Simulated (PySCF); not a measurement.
C3LiN.
SMILES with atom numbers: `[Li:1][C:2]#[C:3][C:4]#[N:5]`

Cartesian coordinates in Å at the PBE0-D3(BJ)/def2-SVP level; atoms count from 1:
```xyz
5
C3LiN angstrom
Li     3.040   -0.221   -0.201
C      1.139   -0.088   -0.064
C     -0.090    0.005    0.027
C     -1.456    0.110    0.125
N     -2.616    0.200    0.208
```

The calculation used core-valence-separated Tamm–Dancoff BHandHLYP/aug-pcX-1 in PySCF, non-relativistic, gas phase, PBE0-D3(BJ)/def2-SVP geometry. The energies are unshifted.

The lowest roots of each edge with f over 0.003 (five at most, numbered afresh; weaker and dark ones are left out), with transition dipoles (au) in the frame of the coordinates:

| root | edge | E (eV) | μx | μy | μz |
| --- | --- | --- | --- | --- | --- |
| 1 | C | 282.09 | -0.0092 | -0.0680 | -0.0562 |
| 2 | C | 282.09 | -0.0007 | 0.0565 | -0.0683 |
| 3 | C | 282.88 | 0.0032 | 0.0652 | -0.0240 |
| 4 | C | 282.88 | -0.0065 | -0.0236 | -0.0651 |
| 5 | C | 283.87 | 0.0060 | 0.0834 | -0.0036 |
| 6 | N | 396.79 | -0.0050 | -0.0758 | 0.0094 |
| 7 | N | 396.79 | 0.0062 | 0.0090 | 0.0758 |

Question: What are the oscillator strengths?

Answer: f = (2/3) ΔE |μ|², with ΔE in hartree (27.2114 eV):

```json
{"root": "1", "ΔE (Eh)": "10.3667", "|μ|² (au)": "0.007860", "f": "0.054", "core hole on": "C2"}
{"root": "2", "ΔE (Eh)": "10.3667", "|μ|² (au)": "0.007853", "f": "0.054", "core hole on": "C2"}
{"root": "3", "ΔE (Eh)": "10.3958", "|μ|² (au)": "0.004837", "f": "0.034", "core hole on": "C3"}
{"root": "4", "ΔE (Eh)": "10.3958", "|μ|² (au)": "0.004840", "f": "0.034", "core hole on": "C3"}
{"root": "5", "ΔE (Eh)": "10.4320", "|μ|² (au)": "0.007003", "f": "0.049", "core hole on": "C4"}
{"root": "6", "ΔE (Eh)": "14.5819", "|μ|² (au)": "0.005865", "f": "0.057", "core hole on": "N5"}
{"root": "7", "ΔE (Eh)": "14.5819", "|μ|² (au)": "0.005870", "f": "0.057", "core hole on": "N5"}
```

Question: What is the unit vector of the molecular axis, and which share of each root's |μ|² lies along it?

Answer: (0.99, -0.07, -0.07), up to sign.

```tsv
root	core hole on	share along it	final orbital
1	C2	0.00	π
2	C2	0.00	π
3	C3	0.00	π
4	C3	0.00	π
5	C4	0.00	π
6	N5	0.00	π
7	N5	0.00	π
```

The 1s orbitals are σ, so light polarised along the axis reaches σ orbitals and light across it π orbitals.

Question: Molecules are fixed in this frame and the field points along x. What effective strengths 3 f cos²θ do the roots have (θ between field and μ)?

Answer: root 1 (C2): 0.002, root 2 (C2): 0.000, root 3 (C3): 0.000, root 4 (C3): 0.001, root 5 (C4): 0.001, root 6 (N5): 0.001, root 7 (N5): 0.001. Averaged over all orientations cos²θ is 1/3, which gives f back. For degenerate partners only the sum has meaning, as the program may mix them freely.

